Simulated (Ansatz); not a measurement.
A structure relaxed at PBE-D4/def2-SVP in Ansatz, charge 0, singlet:

Cartesian coordinates in Å:
```
Ga 2.1713 -4.7701 0.4341
Ga -3.3958 -2.7286 -3.6059
Ga -4.7705 0.5361 -0.0859
Ga 1.5496 -1.9411 4.0175
Ga -2.1851 1.0768 3.6787
Ga -1.1623 -1.8820 0.6734
Ga 2.0998 -1.2461 -2.3734
Ga -1.2821 1.3790 -2.0459
Ga 1.4001 1.3537 1.2485
Ga 5.0087 -1.1872 1.0677
Ga -1.6647 4.4614 0.6105
Ga 2.3892 4.5805 -2.3045
Sb -2.1782 -3.4234 -1.2822
Sb 0.4652 -3.4108 2.0867
Sb 3.4841 -2.6588 -0.5832
Sb -3.1484 -0.5404 1.7941
Sb -2.2764 -0.2682 -3.9200
Sb -3.1607 2.6250 -0.7035
Sb -0.4934 -0.5039 5.0466
Sb 3.0164 -0.1907 2.6578
Sb -0.5570 2.7331 2.3744
Sb 0.3337 -0.1498 -0.6387
Sb 0.3630 3.0760 -3.3223
Sb 2.9556 3.0623 -0.1273
H 3.0947 -5.6120 1.4000
H 1.2153 -5.3978 -0.6623
H -2.8200 -3.6475 -4.7492
H -4.9042 -2.4585 -3.2465
H -6.1142 1.0168 0.5790
H -4.6636 -0.4263 -1.3437
H 2.2715 -2.7203 5.1861
H -3.2568 1.7590 4.6156
H 1.1852 -2.1485 -3.3066
H 2.8982 0.0090 -2.9288
H 5.8752 -2.1017 2.0202
H 5.5597 0.0892 0.3080
H -2.5647 5.5024 1.3758
H -0.5075 4.8284 -0.4124
H 1.7057 5.8893 -1.7596
H 3.5999 4.4626 -3.3063
H -3.1935 -4.5786 -0.5149
H -0.8929 -4.5045 -1.6258
H -0.6122 -4.4707 2.9146
H 4.6959 -3.4536 -1.5154
H -4.0389 -1.7155 2.6838
H -3.3510 0.6817 -4.8683
H -1.0364 -0.3745 -5.1032
H -3.9373 3.4684 -1.9906
H -1.4584 -1.5514 6.0112
H 0.1112 0.4300 6.3586
H 3.6276 0.8775 3.8640
H 0.1956 3.6363 3.6328
H 0.9634 2.1752 -4.6554
H -0.6489 4.1143 -4.2465
H 4.3612 2.1333 -0.4435
H 3.6781 4.1050 1.0321
```

(1) Give its formula and point group.

(2) Summarise the bond lengths by kind (pairs closer than 1.2 times the sum of covalent radii, bridged metal pairs left out).

Results:

(1) Ga₁₂Sb₁₂H₃₂, a nanocrystal cut from zinc blende GaSb (hydrogen-capped). Point group Cs (tolerance 0.1 Å).

(2) 32 × Ga–Sb 2.62 to 2.74 Å; 16 × Ga–H 1.57 to 1.59 Å; 16 × H–Sb 1.71 to 1.72 Å.

In the def2 sets Sb takes a core potential; there is no spin–orbit coupling. Single mean-field runs in def2-SVP are fitted with def2-universal-jkfit.
